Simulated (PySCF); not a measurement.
Species: C₂H₈B₃N₃O.
SMILES with atom numbers: `[CH3:1][C:2](=[O:3])[N:4]1[BH:5][NH:6][BH:7][NH:8][BH:9]1` (hydrogens: H10, H11, H12 on C1; H13 on B5; H14 on N6; H15 on B7; H16 on N8; H17 on B9)

Cartesian coordinates in Å at the PBE0-D3(BJ)/def2-SVP level; atoms count from 1:
```
atom  x, y, z in Å
C1     2.466   -0.990   -0.147
C2     1.734    0.319    0.017
O3     2.320    1.369   -0.042
N4     0.332    0.269    0.244
B5    -0.334    1.500    0.649
N6    -1.742    1.469    0.838
B7    -2.539    0.303    0.657
N8    -1.849   -0.884    0.269
B9    -0.446   -0.936    0.061
H10    3.539   -0.767   -0.167
H11    2.183   -1.481   -1.089
H12    2.240   -1.693    0.667
H13    0.293    2.505    0.840
H14   -2.192    2.327    1.128
H15   -3.735    0.315    0.823
H16   -2.380   -1.733    0.128
H17    0.066   -1.973   -0.274
```

Method: PySCF 2.14.0, density-fitted response routines, TDDFT B3LYP/def2-SVPD, vertical, gas phase, core orbitals frozen in the response.

Ground-to-excited transition dipoles (e·a0, same axes as the geometry; the sign carries no meaning), for the states with f of 0.002 or more among the lowest 9:

```tsv
state	E (hartree)	μx	μy	μz
S3	0.2307	-0.161	0.285	0.098
S4	0.2365	1.289	0.158	-0.212
S5	0.2424	-0.144	0.040	0.024
S6	0.2445	-0.226	0.077	-0.005
S7	0.2561	0.190	-0.022	0.056
S8	0.2601	0.148	0.549	0.134
S9	0.2647	0.033	-0.058	0.252
```

(1) Work out the oscillator strengths.

(2) What angle do the transition dipoles of S8 and S9 make?

(3) How is the summed strength of these states shared among x, y and z?

(4) What peak molar absorption coefficient would the strongest computed level give as a lone Gaussian band 0.3 eV wide at half height?

Results:

(1) f = (2/3) ΔE |μ|² with ΔE in hartree (27.2114 eV).

```tsv
state	|μ|² (au)	|μ| (D)	f
S3	0.117	0.87	0.018
S4	1.732	3.34	0.273
S5	0.023	0.38	0.004
S6	0.057	0.61	0.009
S7	0.040	0.51	0.007
S8	0.341	1.48	0.059
S9	0.068	0.66	0.012
```

(2) |cos θ| = |μa·μb| / (|μa| |μb|) = 0.05, so θ ≈ 87° (taken between 0 and 90°, since the signs are arbitrary).

(3) (2/3) Σ ΔE μα² gives 0.288 for x, 0.071 for y and 0.024 for z, 0.382 in all.

(4) ε(max) = 2.175×10⁸ f / FWHM, with the width in cm⁻¹. S4: 2.175×10⁸ × 0.2730 / 2420 ≈ 25000 L mol⁻¹ cm⁻¹.

All these states lie below the vertical ionisation energy of 9.62 eV (ΔSCF).

On Arm Neoverse V2, one thread, shared host with 96 logical CPUs at a one-minute load of 77, this took 6.8 min wall (grids of density and orbitals included) and 1.2 GiB of memory at its peak.

One conformer stands for the species.
